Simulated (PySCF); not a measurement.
**Electron correlation in N (nitrogen, neutral)**

[He] 2s2 2p2 3s1, 3s spin antiparallel (an excited configuration). Computed with PySCF 2.14 in aug-cc-pCVTZ-DK with one added diffuse shell each of s, p, d, f type (8s7p5d3f, 75 functions), with the spin-free X2C one-electron Hamiltonian (Gaussian nucleus). Frozen: nothing; 7 electrons correlated.

MP2 pair energies summed by pair of shells (mhartree):

```
 pair  energy  share (%)
2s-2p  -44.96       35.2
1s-1s  -35.95       28.2
2s-2s  -20.92       16.4
2p-2p   -7.62        6.0
1s-2p   -6.43        5.0
1s-2s   -6.08        4.8
2p-3s   -2.87        2.2
2s-3s   -2.67        2.1
1s-3s   -0.13        0.1
```

Total MP2 correlation energy: -127.63 mhartree.

Same-spin part -19.21 and opposite-spin part -108.41 mhartree; SCS-MP2 scales them by 1/3 and 6/5 to -136.50 mhartree.
